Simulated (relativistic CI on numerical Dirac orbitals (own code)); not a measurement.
## Ni2+ in a cubic cluster: 1s photoemission with charge transfer

Computed with a charge-transfer multiplet model of a cubic metal-ligand cluster with up to 2 ligand holes, Slater and spin-orbit integrals from Dirac-Coulomb-Breit ions, Slater integrals scaled by 0.9. The ground state mixes d8 with configurations of k ligand holes L, whose averages lie at kΔ + k(k − 1)U_dd/2; a core hole lowers each added d electron by U_cd. 20 K, Lorentzian 1.1 eV and Gaussian 0.6 eV FWHM.

Atomic integrals in eV (Slater integrals scaled, ζ unscaled), ground: F2dd 10.953, F4dd 6.797, zeta_d 0.080; with the core hole: F2dd 12.512, F4dd 7.807, zeta_d 0.112, G2cd 0.073.

Cluster parameters (eV): Δ = 5, U_dd = 6.3, U_cd = 8.2, 10Dq(ligand) = 0.8, V(eg) = 2.05, V(t2g) = -1.11, final-state hopping factor = 1.

```
          Case   n_d    d8   d9L  d10L2     S
10Dq = 0.25 eV  8.16  0.84  0.15   0.00  1.00
10Dq = 0.85 eV  8.15  0.86  0.14   0.00  1.00
10Dq = 1.15 eV  8.14  0.86  0.14   0.00  1.00
10Dq = 1.45 eV  8.14  0.87  0.13   0.00  1.00
10Dq = 1.75 eV  8.13  0.87  0.13   0.00  1.00
```

Weights, n_d and S are thermal averages at 20 K. Binding energies count from the first peak over 30 % of the highest in each spectrum, which can be another peak from case to case. The parameters are a model scan and need not match a compound or its usual spin state. Peaks in eV (height, largest 100):
- 10Dq = 0.25 eV: 0.0 (100), 5.4 (65), 8.5 (14)
- 10Dq = 0.85 eV: 0.0 (100), 5.4 (62), 8.6 (10)
- 10Dq = 1.15 eV: 0.0 (100), 5.4 (61), 8.7 (9)
- 10Dq = 1.45 eV: 0.0 (100), 5.3 (59), 8.8 (7)
- 10Dq = 1.75 eV: 0.0 (100), 5.3 (57), 8.9 (6)

Curve for 10Dq = 0.25 eV (points under 2 left out, the grid thinned):

```csv
E (eV),Intensity
-3.1,4.0
-2.8,4.9
-2.5,6.0
-2.2,7.7
-1.9,10.2
-1.5,15.8
-1.2,23.6
-0.9,37.6
-0.6,60.9
-0.3,88.6
0.0,100.0
0.3,83.3
0.6,55.6
0.9,34.9
1.3,20.3
1.6,14.7
1.9,11.4
2.2,9.4
2.5,8.3
2.8,7.8
3.1,7.9
3.4,8.6
3.7,10.1
4.1,14.4
4.4,20.9
4.7,32.7
5.0,50.0
5.3,63.8
5.6,61.0
5.9,44.5
6.2,28.3
6.6,16.0
6.9,11.6
7.2,9.4
7.5,8.8
7.8,9.6
8.1,11.7
8.4,13.7
8.7,13.2
9.0,10.2
9.4,6.1
9.7,4.3
10.0,3.2
10.3,2.5
10.6,2.1
```

For the case 10Dq = 0.85 eV, Δ = 5 eV is smaller than U_dd = 6.3 eV, the charge-transfer side of the Zaanen-Sawatzky-Allen scheme. With the core hole the average of the configuration with one ligand hole lies at Δ − U_cd = -3.2 eV before mixing: the effective hopping of about 2.8 eV (from the holes of the mixed ground state) is comparable with this gap or larger, so the configurations mix strongly.
